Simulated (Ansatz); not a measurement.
Reaction (formal exchange of groups at the Al–B bond): `[CH3][AlH][BH]O` + `F/C=C\I` → `[CH3][AlH]/[CH]=C/I` + `OBF`

Program: Ansatz. Geometries: PBE0-D4/def2-TZVP. ΔE: electronic, gas phase. CBS: MP2 limit from def2 TZ/QZ plus the TZ coupled-cluster correction, frozen cores. This one scheme is used for every species. Double bonds are as drawn, so ΔE can hold a change between cis and trans. DFT in def2-TZVPP. Elements past krypton have def2 core potentials. For I outer-core shells are correlated without core-valence functions, which leaves a few kJ/mol of doubt a bond. Each species was taken in one conformer, which may not be the lowest.

CCSD(T)/CBS gives -305.3 kJ/mol.

(1) Another level gave -290.1 kJ/mol. Which?
A. PBE0/def2-TZVPP
B. SCS-MP2/def2-TZVPP
C. PBE-D4/def2-TZVPP
D. CCSD(T)/def2-TZVPP

Largest T1 diagnostic among the species: 0.013.

Answers

(1) A. PBE0 -290.1, SCS-MP2/def2-TZVPP -312.4, CCSD(T)/def2-TZVPP -303.4, PBE-D4 -283.6 kJ/mol.

From PBE to PBE0 (25 % exact exchange), in def2-TZVPP and without D4, ΔE moves by −7.8 kJ/mol.
